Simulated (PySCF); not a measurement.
Species: C5H11NSi.
Z-matrix (Å and degrees, GFN2-xTB geometry), rows numbered from 1:
```
C 
C   1  1.3284
C   2  1.4639  1  125.37
C   3  1.5025  2  117.97  1     7.02
N   3  1.2714  2  126.06  1  -172.93
C   5  1.4172  3  125.41  2     1.50
Si  6  1.9168  5  109.21  3    88.48
H   1  1.0764  2  122.74  3    -0.24
H   1  1.0778  2  121.31  3   179.24
H   2  1.0824  1  118.66  3  -178.96
H   4  1.0884  3  110.49  2    57.05
H   4  1.0858  3  109.02  2   177.21
H   4  1.0886  3  110.36  2   -63.06
H   6  1.0934  5  106.67  3  -154.09
H   6  1.0978  5  114.75  3   -34.96
H   7  1.4651  6  107.56  5   174.08
H   7  1.4597  6  109.16  5    53.21
H   7  1.4659  6  108.34  5   -66.71
```

Computed, not measured: TDDFT B3LYP/def2-SVPD, vertical, gas phase, core orbitals frozen in the response (PySCF 2.14.0, density-fitted response routines).

Frontier orbitals with the atoms that hold most of them (Löwdin shares over 4%, at most four atoms; ? is withheld):

| orbital | ε (eV) | atoms |
| --- | --- | --- |
| LUMO+2 | 0.66 | Si7 38%, H18 12%, H17 11%, C6 9% |
| LUMO+1 | 0.29 | Si7 30%, C6 10%, H16 7%, H18 7% |
| LUMO | -1.53 | C1 26%, N5 21%, C2 18%, C3 14% |
| HOMO | -6.64 | ? |
| HOMO-1 | -6.97 | ? |
| HOMO-2 | -8.55 | C2 28%, C1 21%, C3 10%, C6 9% |
| HOMO-3 | -9.41 | Si7 34%, H18 29%, H17 9%, C6 8% |

Question: Which atoms hold the HOMO, and with what shares?

Answer: N5 (bonded to 2 C) 54%; C6 (bonded to N, Si and 2 H) 12%; C3 (bonded to 2 C and N) 10%; C2 (bonded to 2 C and H) 5%. By element: nitrogen 54%, carbon 27% or more.

Question: Which atoms hold the HOMO-1, and with what shares?

Answer: N5 (bonded to 2 C) 27%; C1 (bonded to C and 2 H) 16%; C3 (bonded to 2 C and N) 14%; C6 (bonded to N, Si and 2 H) 12%. By element: carbon 41% or more, nitrogen 27%.

Question: The HOMO–LUMO gap is 5.11 eV. Where does the response calculation put the lowest singlet, and from which orbitals?

Answer: S1 is at 3.90 eV (f = 0.0026), 1.21 eV below the gap, made of HOMO→LUMO (93%). Without the coupling terms of the response equations the lowest excitation would equal the gap.

Question: One configuration dominates each of S1, S2 and S3. Which, and how do the shares of the two leading atoms of either orbital change from the occupied to the empty one?

Answer: 
- S1 (3.90 eV, f 0.0026), HOMO→LUMO (93%): N5 54% → 21%, C6 12% → at most 15%, C1 at most 6% → 26%
- S2 (5.22 eV, f 0.423), HOMO-1→LUMO (87%): N5 27% → 21%, C1 16% → 26%
- S3 (6.11 eV, f 0.0022), HOMO→LUMO+1 (96%): N5 54% → at most 7%, C6 12% → 10%, Si7 at most 6% → 30%

One conformer stands for the species.
